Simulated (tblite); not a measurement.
Compound: C₅H₉O₂P.
Geometry (GFN2-xTB, Å), atoms numbered from 1 in this order:
```xyz
17
C5H9O2P angstrom
C      2.9559    0.3368    0.6013
O      1.6889   -0.2993    0.7421
C      1.1642   -0.8851   -0.3292
O      1.6561   -0.9285   -1.4235
P     -0.4221   -1.6892    0.1753
C     -1.2530   -0.1819    0.8228
C     -2.6866    0.0777    0.4640
C     -1.6099    0.9588   -0.0848
H      2.9674    1.1771    1.2920
H      3.0888    0.6781   -0.4265
H      3.7473   -0.3703    0.8551
H     -0.9547   -1.6191   -1.1135
H     -0.9443    0.0528    1.8355
H     -3.1757   -0.6066   -0.2143
H     -3.3408    0.4717    1.2273
H     -1.3710    0.8756   -1.1358
H     -1.5174    1.9636    0.3001
```

Computed with GFN2-xTB (tblite): harmonic, unscaled wavenumbers at the GFN2-xTB geometry, gas phase. The method is semi-empirical: single wavenumbers can be off by several per cent or more. Modes of hydrogen on phosphorus can be 10 to 20 % off. One conformer, not necessarily the lowest. The optimisation stopped once no atom felt more than 0.01 eV/Å.

Lowest wavenumbers of the output (negative numbers stand for imaginary wavenumbers):
```
mode    cm-1
  1     -37.0
  2      36.5
  3      45.9
  4      93.4
  5     170.3
  6     209.3
  7     282.1
  8     310.0
```

Question: Is this structure a minimum?

Answer: Not by this Hessian. 1 mode is imaginary beyond 20i (37i cm⁻¹), so at this level the point lies at or near a first-order saddle. The curvature is small, so loose convergence or finite differences may be the whole cause.

Question: Which atoms move in the imaginary mode?

Answer: 37i: H11 (methyl hydrogen) 36 %, H10 (methyl hydrogen) 31 %, H9 (methyl hydrogen) 30 %. These are shares of the mass-weighted motion.

Question: What is the remedy?

Answer: Step along that mode in both directions, optimise again with tighter thresholds and repeat the frequencies. The zero-point energy of this point (81.8 kcal/mol) counts the 44 real modes alone, and thermal corrections from it aren't those of a minimum.
